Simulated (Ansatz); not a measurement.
Compare A (`[CH3][Sb]([CH3])[SH]`) with its isomer B (`C[CH](S)[SbH2]`).

Gas-phase electronic energies from Ansatz, PBE0-D4/def2-TZVP geometries. CCSD(T)/CBS adds triple-zeta CCSD(T) − MP2 to the extrapolated MP2 energy (def2 sets, frozen cores). DFT in def2-TZVPP. B3LYP here is the variant with VWN-RPA as its local correlation; programs differ in this. Elements past krypton have def2 core potentials. For Sb outer-core shells are correlated without core-valence functions, which leaves a few kJ/mol of doubt a bond. Each species was taken in one conformer, which may not be the lowest.

**Question.** Which is lower in electronic energy at CCSD(T)/CBS, and by how much? (An estimate is asked.)

**Answer.** Computed: A, by 143.0 kJ/mol.

**Question.** Give E(B) − E(A) in kJ/mol with r2SCAN-D4, MP2/def2-TZVPP, B3LYP, ωB97M-V, HF/def2-TZVPP, B3LYP-D4, PBE-D4. (An estimate is asked.)

**Answer.** The calculation gave: r2SCAN-D4 141.8, MP2/def2-TZVPP 139.2, B3LYP 143.4, ωB97M-V 136.5, HF/def2-TZVPP 141.3, B3LYP-D4 140.0, PBE-D4 136.5. None reverses the order clearly.

Largest T1 diagnostic: 0.012.

The D4 term adds −3.4 kJ/mol with B3LYP and −1.6 kJ/mol with PBE0; it sums over pairs of atoms, weighted by their polarisabilities, and B3LYP, whose exchange is more repulsive, gets the larger term.
